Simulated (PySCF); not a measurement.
GeOCl₂, SMILES [O]=[Ge]([Cl])[Cl].

Geometry optimised at PBE0-D3(BJ)/def2-SVP.

These are PBE0-D3(BJ)/def2-SVP (PySCF) values and carry that method's errors.

Frequencies are harmonic and unscaled.

```json
[
 {"mode": "1", "ν (cm⁻¹)": "157", "IR (km/mol)": "2.8", "moving atoms (share of kinetic energy)": "Cl 78 %, Ge 18 %"},
 {"mode": "2", "ν (cm⁻¹)": "183", "IR (km/mol)": "23.5", "moving atoms (share of kinetic energy)": "Ge 46 %, O 40 %, Cl 15 %"},
 {"mode": "3", "ν (cm⁻¹)": "212", "IR (km/mol)": "36.6", "moving atoms (share of kinetic energy)": "O 70 %, Cl 18 %, Ge 11 %"},
 {"mode": "4", "ν (cm⁻¹)": "428", "IR (km/mol)": "18.3", "moving atoms (share of kinetic energy)": "Cl 78 %, Ge 17 %"},
 {"mode": "5", "ν (cm⁻¹)": "463", "IR (km/mol)": "105.3", "moving atoms (share of kinetic energy)": "Cl 60 %, Ge 40 %"},
 {"mode": "6", "ν (cm⁻¹)": "1013", "IR (km/mol)": "51.0", "moving atoms (share of kinetic energy)": "O 80 %, Ge 19 %"}
]
```
